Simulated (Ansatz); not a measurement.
Stretching the Sn1–H4 bond in BrFH2Sn (SMILES [F][SnH2][Br]) (multiplicity 1 held, fragments rigid). Energies count from the point at 1.700 Å.
Geometry at that point (charge 0, multiplicity 1):
```xyz
5

Sn    -0.8209    -0.2542     0.0412
F     -1.5335     1.4364    -0.5548
Br     1.6422     0.0461     0.0704
H     -1.2425    -1.3772    -1.1627
H     -1.3881    -0.4538     1.6308
```

Signs of static correlation in def2-TZVPP, with CASSCF(2,2), from Ansatz (a quantum-chemistry and plane-wave program) runs.

```csv
R (Å),T1 of restricted CCSD,⟨S²⟩ of UHF,largest double amplitude of restricted CCSD,weight of the CASSCF reference in MRCISD,CASSCF natural occupations
1.360,0.011,0.000,0.032,0.887,1.99 0.01
1.530,0.011,0.000,0.040,0.886,1.98 0.02
1.700,0.012,0.000,0.043,0.886,1.97 0.03
1.869,0.012,0.000,0.035,0.886,1.96 0.04
2.039,0.012,0.000,0.042,0.886,1.94 0.06
2.294,0.013,0.120,0.110,0.886,1.90 0.10
2.549,0.015,___,0.194,0.886,1.83 0.17
2.974,___,0.862,0.337,0.886,1.65 0.35
3.399,0.030,0.962,0.492,0.887,1.44 0.56
3.909,0.039,0.998,0.657,0.887,1.24 0.76
4.589,0.045,1.009,0.798,0.887,1.10 0.90
5.438,0.045,1.011,0.872,0.887,1.03 0.97
```

**Question.** Fill in the missing entries.

**Answer.** 
- 2.549, ⟨S²⟩ of UHF: 0.557
- 2.974, T1 of restricted CCSD: 0.021

Doubts at one or more of the structures used: a restricted determinant that unrestricted orbitals would lower (R-CCSD(T)/def2-TZVPP); other coupled-cluster roots lie near (R-CCSD(T)/def2-TZVPP); a spin-contaminated determinant (U-CCSD(T)/def2-TZVPP); T1 above 0.05 (U-CCSD(T)/def2-TZVPP).
